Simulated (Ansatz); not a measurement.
Born–Oppenheimer molecular dynamics of AlGeH$_{7}$O (10 atoms, charge 0, multiplicity 1). It starts at the highest image of a converged band. Of that band: Neighbouring images differ by up to 1.9 eV, so the band resolves the path poorly. A vibrational analysis at the climbing image gives one clearly imaginary mode, 1430i cm⁻¹: a first-order saddle point.

Computed with RKS CAM-B3LYP-D4/def2-mTZVP (Ansatz).

```
ensemble                      : NVE (velocity Verlet)
time step                     : 0.5 fs
steps asked                   : 200
starting velocities drawn for : 300 K
seed                          : 5885
```

First frame:

```xyz
10
Properties=species:S:1:pos:R:3
Ge 0.015 -0.064 -0.073
H -0.541 0.899 1.527
H 1.090 -0.741 0.778
H 0.397 1.288 -0.679
H -0.237 -1.014 -1.276
O -1.881 -0.338 0.460
Al -3.354 -1.158 0.092
H -3.380 -2.087 -1.171
H -4.550 -0.895 1.073
H -1.500 0.371 1.258
```

Question: How far do the bonds stretch over the last three quarters of this one trajectory? (Pairs bonded in most of those frames.)

Answer: 
```json
{"bond": "Ge1–H3", "mean (Å)": "1.542", "spread (Å)": "0.018", "shortest": "1.51", "longest": "1.58"}
{"bond": "Ge1–H4", "mean (Å)": "1.540", "spread (Å)": "0.027", "shortest": "1.49", "longest": "1.59"}
{"bond": "Ge1–H5", "mean (Å)": "1.538", "spread (Å)": "0.023", "shortest": "1.50", "longest": "1.57"}
{"bond": "Ge1–O6", "mean (Å)": "1.783", "spread (Å)": "0.082", "shortest": "1.67", "longest": "1.92"}
{"bond": "H2–H10", "mean (Å)": "0.756", "spread (Å)": "0.061", "shortest": "0.67", "longest": "0.84"}
{"bond": "O6–Al7", "mean (Å)": "1.693", "spread (Å)": "0.054", "shortest": "1.58", "longest": "1.77"}
{"bond": "Al7–H8", "mean (Å)": "1.577", "spread (Å)": "0.024", "shortest": "1.54", "longest": "1.62"}
{"bond": "Al7–H9", "mean (Å)": "1.579", "spread (Å)": "0.007", "shortest": "1.56", "longest": "1.60"}
```

Mean temperature of the second half: 1899 K. The conserved energy stayed within 0.4 meV per atom of its start (net change -0.39 meV per atom), so the integration is sound. The kinetic energy rose, since the run started high on the potential surface and went downhill. It ends in pieces (AlGeH5O + H2), so much of that is their flight and rotation, not heat. A run of 0.1 ps of so small a system gives no equilibrium averages. The orbitals stay closed-shell, which can raise the energy where a bond breaks towards radicals; this wasn't checked here.

Run time: 6 min on 4 threads of Arm Neoverse V1 (shared host), peak memory 0.27 GiB.
